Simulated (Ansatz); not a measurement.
Geometry optimisation, Ansatz 0.2.0, RKS PBE/def2-SVP.

Input:

```yaml
crystal:
  periodic: [false, false, false]
  atoms:
    - { symbol: "N", position_ang: [-0.6715, 1.4146, -0.5913] }
    - { symbol: Si, position_ang: [-0.6318, -0.3216, -0.4333] }
    - { symbol: "N", position_ang: [0.9417, -0.888, -0.9996] }
    - { symbol: Zn, position_ang: [-0.8577, -0.8904, 2.0065] }
    - { symbol: O, position_ang: [0.8754, 0.0076, 2.3194] }
    - { symbol: H, position_ang: [-1.6424, 1.7672, -0.2108] }
    - { symbol: H, position_ang: [0.0413, 1.8626, 0.0259] }
    - { symbol: H, position_ang: [-1.6422, -0.9277, -1.2529] }
    - { symbol: H, position_ang: [1.41904, -1.3236, -0.24156] }
    - { symbol: H, position_ang: [1.48182, -0.05298, -1.33304] }
    - { symbol: H, position_ang: [1.6415, 0.5063, 1.9927] }
basis:
  gaussian: { orbitals: def2-SVP }
hamiltonian:
  xc: pbe
relax:
  f_tol: 0.015
  max_steps: 40
```

Run as:

```bash
$ ansatz run input.yaml --threads 2 --pin off --max-ram 3072MiB --backend cpu --events-out ev --progress --plain --runs-dir out
```

Problem. Where does it end, and by what steps?

Solution. The forces met the threshold. After 39 steps the energy has fallen by 1.730 eV; H11 moved furthest, 2.31 Å.

```tsv
step	energy less start (eV)	largest force component (eV/Å)	accepted
0	0.0000	2.040	yes
2	-0.7098	0.980	yes
4	-0.9497	1.128	yes
6	-1.2574	0.644	yes
8	-1.4590	0.454	yes
10	-1.6101	0.607	yes
12	-1.7110	0.084	yes
14	-1.7169	0.183	no
16	-1.7232	0.034	yes
18	-1.7225	0.272	no
20	-1.7241	0.025	yes
22	-1.7240	0.167	no
24	-1.7245	0.066	yes
26	-1.7249	0.113	yes
28	-1.7242	0.097	no
30	-1.7266	0.040	yes
32	-1.7272	0.119	yes
34	-1.7282	0.040	yes
36	-1.7293	0.025	yes
38	-1.7253	0.204	no
39	-1.7296	0.012	yes
```

```xyz
11
Properties=species:S:1:pos:R:3
N -0.820 1.520 -0.842
Si -0.352 -0.108 -0.363
N 0.853 -0.861 -1.388
Zn 0.453 -0.378 1.838
O 1.103 -0.700 3.485
H -1.815 1.761 -0.829
H -0.253 2.333 -0.591
H -1.646 -0.861 -0.558
H 1.843 -0.693 -1.193
H 0.696 -0.864 -2.401
H 0.893 0.005 4.125
```

The run took 95 s on 2 threads of Arm Neoverse V2, with other jobs on the host, peak memory 0.17 GiB.
